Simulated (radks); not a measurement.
In V, 45 electrons, occupied as [Kr] 4d9. Calculated with a radial shooting solver on a logarithmic mesh with Libxc functionals: Dirac Kohn-Sham, PBE, spin-unpolarised, spherical densities, finite nucleus; open shells fill j = l - 1/2 first; Fermi nuclear charge, rms radius 4.6156 fm.

Normalised radial functions P(r) = r R(r) (large component), r in bohr:

```
   r/bohr * 4d5/2 (the largest magnitude, 0.979, reaches the edge; | marks zero)
 0.003309                             *
 0.004897                             *
 0.007247                             *
  0.01064                             *
  0.01575                             *
   0.0233                             *
  0.03449                             |*
  0.05104                             | *
  0.07554                             |    *
   0.1118                             |        *
   0.1654                             |             *
   0.2448                             |             *
   0.3624                             |   *
    0.532                *            |
   0.7873  *                          |
    1.165   *                         |
    1.724               *             |
    2.552                         *   |
    3.777                            *|
```

4d5/2: eigenvalue -64.690 eV, 1 radial node at r = 0.403 bohr, <r> = 1.11 bohr, 90 % of the charge inside 1.71 bohr.
